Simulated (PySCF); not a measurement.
C2H7FOSi2. Atoms are numbered in the order given.

```xyz
13

C      2.4685    -0.1551    -0.5774
Si     1.0466     0.1634     0.5831
F      0.6652    -1.1922     1.4228
C     -0.5295     0.6196    -0.4396
O     -0.4305     1.5592    -1.2135
Si    -2.1900    -0.3903    -0.2593
H      2.5749     0.7113    -1.2506
H      2.2757    -1.0475    -1.1936
H      3.4174    -0.2997    -0.0380
H      1.3278     1.2458     1.5636
H     -2.6011    -0.3732     1.1745
H     -3.2453     0.2098    -1.1199
H     -1.9194    -1.8005    -0.6649
```
Charge 0, spin multiplicity 1.

Geometry optimised at B3LYP-D3(BJ)/def2-SVP. The structure was generated by enumeration; whether it is a known compound was not checked. One conformer was computed; it need not be the lowest.

Level of theory: TDDFT-PBE/def2-SVPD (PySCF 2.14.0).

Vertical excitations. The molecule is in vacuum.

```json
[
 {"state": "S1", "energy (eV)": "2.33", "λ (nm)": "531", "f": "0.000", "main pairs": "HOMO→LUMO 100 %"},
 {"state": "S2", "energy (eV)": "4.63", "λ (nm)": "268", "f": "0.010", "main pairs": "HOMO→LUMO+1 98 %"},
 {"state": "S3", "energy (eV)": "4.98", "λ (nm)": "249", "f": "0.004", "main pairs": "HOMO→LUMO+2 89 %"},
 {"state": "S4", "energy (eV)": "5.09", "λ (nm)": "243", "f": "0.039", "main pairs": "HOMO−1→LUMO 91 %"},
 {"state": "S5", "energy (eV)": "5.36", "λ (nm)": "232", "f": "0.052", "main pairs": "HOMO→LUMO+3 70 %, HOMO−2→LUMO 16 %"},
 {"state": "S6", "energy (eV)": "5.39", "λ (nm)": "230", "f": "0.017", "main pairs": "HOMO−2→LUMO 82 %, HOMO→LUMO+3 14 %"},
 {"state": "S7", "energy (eV)": "5.51", "λ (nm)": "225", "f": "0.013", "main pairs": "HOMO→LUMO+4 75 %, HOMO−3→LUMO 24 %"},
 {"state": "S8", "energy (eV)": "5.78", "λ (nm)": "215", "f": "0.002", "main pairs": "HOMO→LUMO+5 98 %"},
 {"state": "S9", "energy (eV)": "5.90", "λ (nm)": "210", "f": "0.249", "main pairs": "HOMO−3→LUMO 62 %, HOMO→LUMO+4 16 %, HOMO→LUMO+3 9 %"},
 {"state": "S10", "energy (eV)": "6.08", "λ (nm)": "204", "f": "0.051", "main pairs": "HOMO→LUMO+6 97 %"},
 {"state": "T1", "energy (eV)": "1.67", "λ (nm)": "743", "f": "0", "main pairs": "HOMO→LUMO 100 %"},
 {"state": "T2", "energy (eV)": "4.37", "λ (nm)": "284", "f": "0", "main pairs": "HOMO→LUMO+1 99 %"},
 {"state": "T3", "energy (eV)": "4.74", "λ (nm)": "261", "f": "0", "main pairs": "HOMO−1→LUMO 93 %"},
 {"state": "T4", "energy (eV)": "4.79", "λ (nm)": "259", "f": "0", "main pairs": "HOMO→LUMO+2 97 %"}
]
```
Triplets are in the Tamm–Dancoff approximation, which puts them higher than full response would, so one can lie above its singlet here.
